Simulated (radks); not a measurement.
The numbers below are computed, except where a source is named.
Ionisation of Rb, [Kr] 5s1, to Rb+, [Kr], under several functionals. Scalar-relativistic Kohn-Sham, spin-unpolarised, spherical densities, finite nucleus; a radial shooting solver on a logarithmic mesh with Libxc functionals.

functional                                      E(Rb) (hartree)  Exc (hartree)  IE (eV)  -e(HOMO) (eV)  <r> HOMO (bohr)  IE error (eV)
exchange-only LDA                                   -2974.26018      -93.64725    3.593          1.704            5.406         -0.584
LDA (Slater exchange, Perdew-Wang correlation)      -2977.61876      -97.06219    4.274          2.363            5.118         +0.097
BLYP                                                -2981.63502     -101.12799    4.193          2.166            5.165         +0.016
exchange-only r2SCAN                                -2979.86120      -99.24595    3.299          1.731            5.855         -0.878
LDA (Slater exchange, VWN5 correlation)             -2977.63368      -97.07744    4.273          2.361            5.119         +0.096
XLYP                                                -2982.00750     -101.50564    4.265          2.188            5.171         +0.088
Wu-Cohen GGA                                        -2980.61381     -100.09989    4.018          2.181            5.291         -0.160

NIST Atomic Spectra Database: 4.177 eV (measured). Closest: BLYP. The Delta-SCF values span 0.98 eV, the total energies 7.75 hartree. The highest occupied level is 5s. Spin polarisation and multiplet splitting are left out, so open shells lie too high by an amount that depends on their filling.

Beside tabulated values, note that spin-unpolarised runs miss the spin-polarisation part of the exchange energy of open shells.
